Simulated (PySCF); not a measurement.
Computed with B3LYP-D3(BJ)/def2-TZVP (PySCF). Gas-phase values, no solvent. One relaxed conformer stands for a flexible species; it need not be the lowest. B3LYP has the VWN-RPA correlation part, as in Gaussian. 

Reference species (SMILES): `[SiH2]1BB1` (neutral, multiplicity 1).

```
Property     Value
--------  --------
HOMO      -6.75 eV
LUMO      -2.11 eV
```

Changed species: `[H]/B=[SiH]\B`.

Problem. Predict the effect on the HOMO and LUMO.

Solution. the HOMO rises by 0.66 eV, to -6.09 eV; the LUMO falls by 0.89 eV, to -3.00 eV.
